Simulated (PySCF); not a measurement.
trisilylphosphine (H9PSi3), SMILES [SiH3]P([SiH3])[SiH3]. Atoms are numbered in the order given.

```xyz
13

Si    -1.8558     0.6356     0.2198
P      0.0000     0.0000    -0.9316
Si     1.4783     1.2893     0.2201
Si     0.3776    -1.9248     0.2201
H     -2.1936     2.0455    -0.1801
H     -1.6793     0.5792     1.7157
H     -2.9850    -0.2765    -0.1740
H      1.2528     2.7234    -0.1731
H      2.8683     0.8772    -0.1801
H      1.3413     1.1637     1.7159
H      1.7318    -2.4470    -0.1740
H     -0.6749    -2.9223    -0.1792
H      0.3386    -1.7431     1.7159
```
Charge 0, spin multiplicity 1.

The structure is a stationary point at PBE-D3(BJ)/def2-SVP.

Method: PySCF with PBE-D3(BJ)/def2-SVP.

Frequencies are harmonic and unscaled.

| mode | ν (cm⁻¹) | IR (km/mol) | moving atoms (share of kinetic energy) |
|---|---|---|---|
| 1 | 51 | 0.0 | H 99 % |
| 2 | 99 | 0.2 | H 61 %, Si 33 % |
| 3 | 99 | 0.2 | H 60 %, Si 33 % |
| 4 | 121 | 0.3 | H 57 %, Si 39 % |
| 5 | 121 | 0.3 | H 58 %, Si 39 % |
| 6 | 130 | 0.2 | Si 50 %, P 30 %, H 20 % |
| 7 | 395 | 0.3 | Si 55 %, P 33 %, H 13 % |
| 8 | 443 | 14.1 | Si 46 %, P 42 %, H 12 % |
| 9 | 443 | 14.1 | Si 46 %, P 42 %, H 12 % |
| 10 | 501 | 0.0 | H 92 %, Si 8 % |
| 11 | 538 | 11.6 | H 88 %, Si 8 % |
| 12 | 538 | 11.6 | H 88 %, Si 8 % |
| 13 | 604 | 1.9 | H 79 %, Si 13 %, P 8 % |
| 14 | 604 | 1.8 | H 79 %, Si 13 %, P 8 % |
| 15 | 604 | 12.0 | H 77 %, P 12 %, Si 11 % |
| 16 | 840 | 369.5 | H 93 % |
| 17 | 840 | 369.5 | H 93 % |
| 18 | 885 | 6.2 | H 93 % |
| 19 | 892 | 1.0 | H 97 % |
| 20 | 892 | 1.0 | H 97 % |
| 21 | 902 | 0.0 | H 97 % |
| 22 | 904 | 120.3 | H 95 % |
| 23 | 907 | 50.3 | H 98 % |
| 24 | 907 | 50.3 | H 98 % |
| 25 | 2140 | 24.7 | H 98 % |
| 26 | 2140 | 24.7 | H 98 % |
| 27 | 2147 | 120.6 | H 98 % |
| 28 | 2165 | 63.7 | H 97 % |
| 29 | 2165 | 63.6 | H 97 % |
| 30 | 2169 | 70.1 | H 97 % |
| 31 | 2173 | 0.0 | H 96 % |
| 32 | 2176 | 127.0 | H 96 % |
| 33 | 2176 | 127.1 | H 96 % |
